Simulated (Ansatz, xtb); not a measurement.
# Isomers of C3H9BSi in order of energy

3 gas-phase structures of C3H9BSi, from a drawn sample of its isomers (lower ones may exist). Each was relaxed with GFN2-xTB:

A. `B[C@@H]1C[C@@H]1[SiH3]`, a singlet
B. `B[C@@H]1C[C@H]1[SiH3]`, a singlet
C. `BC1([SiH3])CC1`, a singlet

Q: Estimate their order in r2SCAN-D4/def2-SVP//GFN2-xTB energy at these geometries, lowest first.

A: Calculated order at r2SCAN-D4/def2-SVP//GFN2-xTB: B (0.0), A (1.7), C (4.7) kcal/mol.

Energies above the lowest of each column, in kcal/mol; the last columns are at r2SCAN-D4/def2-SVP geometries:

```csv
structure,GFN2-xTB,HF/STO-3G,r2SCAN-D4/def2-SVP//GFN2-xTB,r2SCAN-D4/def2-SVP,CCSD(T)/def2-SVP + ΔMP2/def2-TZVPP
B,0.0,0.0,0.0,0.0,0.0
A,1.1,1.8,1.7,1.8,2.0
C,2.8,5.5,4.7,0.3,0.0
```

Every level run on B puts it lowest or level with the lowest. CCSD(T)/def2-SVP + ΔMP2/def2-TZVPP orders those it was run on as B (0.0), C (0.0), A (2.0) kcal/mol. Less than 1 kcal/mol parts B and C, so the order within that pair means little. Flexible structures stand in one conformer each, not always the lowest. ΔMP2 is the change of the MP2 energy from the smaller to the larger basis.

Programs: Ansatz 0.2.0, xtb 6.7.1.
